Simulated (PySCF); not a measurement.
C3H6OSi, SMILES C=CC(=O)[SiH3].

Geometry optimised at ωB97X-D3(BJ)/def2-SVP. The values are those of a single conformer.

Level of theory: TDA-PBE0/def2-SVPD (PySCF).

Vertical excitations.  State labels are in the subgroup Cs.

| state | symmetry | energy (eV) | λ (nm) | f | main pairs |
|---|---|---|---|---|---|
| S1 | A" | 2.85 | 435 | 0.001 | HOMO→LUMO 98 % |
| S2 | A' | 5.81 | 213 | 0.332 | HOMO−1→LUMO 89 % |
| S3 | A" | 6.36 | 195 | 0.002 | HOMO−3→LUMO 65 %, HOMO→LUMO+3 30 % |
| S4 | A' | 6.38 | 194 | 0.006 | HOMO→LUMO+1 74 %, HOMO−2→LUMO 24 % |
| S5 | A" | 6.49 | 191 | 0.009 | HOMO→LUMO+3 59 %, HOMO−3→LUMO 34 % |
| S6 | A' | 6.57 | 189 | 0.027 | HOMO−2→LUMO 66 %, HOMO→LUMO+1 23 % |
| S7 | A" | 6.74 | 184 | 0.000 | HOMO−4→LUMO 98 % |
| S8 | A' | 6.91 | 180 | 0.120 | HOMO→LUMO+2 54 %, HOMO→LUMO+4 27 %, HOMO→LUMO+5 15 % |
| S9 | A' | 7.18 | 173 | 0.176 | HOMO→LUMO+4 60 %, HOMO→LUMO+2 30 % |
| S10 | A" | 7.23 | 172 | 0.001 | HOMO−5→LUMO 73 %, HOMO→LUMO+6 18 % |
| T1 | A" | 2.26 | 547 | 0 | HOMO→LUMO 96 % |
| T2 | A' | 3.27 | 380 | 0 | HOMO−1→LUMO 94 % |
| T3 | A' | 5.45 | 228 | 0 | HOMO−2→LUMO 45 %, HOMO−6→LUMO 35 %, HOMO−1→LUMO+3 13 % |
| T4 | A" | 6.04 | 205 | 0 | HOMO→LUMO+3 68 %, HOMO−4→LUMO 20 % |
Triplets are in the Tamm–Dancoff approximation.
